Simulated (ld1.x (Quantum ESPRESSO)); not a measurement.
# Ce, TM: configuration errors across variants

Ce, norm-conserving Troullier–Martins (Kleinman–Bylander form), made with ld1.x (Quantum ESPRESSO) 7.5 (PBE, scalar-relativistic). Core [Kr] 4d10, reference 4f1 5s2 5p6 5d1 6s2 6p0. Waves: 5s (bound): rc 1.90 bohr; 5d (bound): rc 2.65 bohr; 4f (bound): rc 1.15 bohr; 5p (bound): rc 1.85 bohr. Local part: the p channel. Core correction: none.

Occupied shells without a wave of their own: 6s. They enter only through the test configuration that unscreens the potential.

All-electron excitation energies from the reference (eV): (1) 4f1 5s2 5p6 5d1 6s1 6p0 6.070; (2) 4f1 5s2 5p6 5d1 6s0 6p0 17.151; (3) 4f1 5s2 5p6 5d0 6s0 6p0 36.330; (4) 4f0 5s2 5p6 5d2 6s1 6p0 11.225; (5) 4f1 5s2 5p6 5d2 6s1 6p0 0.893; (6) 4f2 5s2 5p6 5d0 6s2 6p0 -0.313; (7) 4f2 5s2 5p6 5d0 6s1 6p0 5.325.

For the base: The 6s level has no wave, so the channel is fitted at the deeper level alone: the likely source of the large errors.

5 further variants failed, have other tests or too few solved ones, and are left out.

Errors AE − PS in meV (a dash: test not solved or not reliable):

```csv
change,(1),(2),(3),(4),(5),(6),(7),bound ghosts
base,-283,-758,-1084,-51,-182,-40,-249,none
"all radii scaled by about 1.27 (s 2.42, p 2.36, d 3.38, f 1.46 bohr)",+225,+586,+843,+620,+139,+62,+266,none
wave 5d (bound): rc 2.65 bohr becomes 5d (bound): rc 1.80 bohr,-283,-758,-1084,-44,-181,-35,-244,none
```

Question: Give the same row for: wave 4f (bound): rc 1.15 bohr becomes 4f (bound): rc 1.08 bohr.

Answer: -283, -758, -1084, -72, -182, -57, -268; bound ghosts: none.
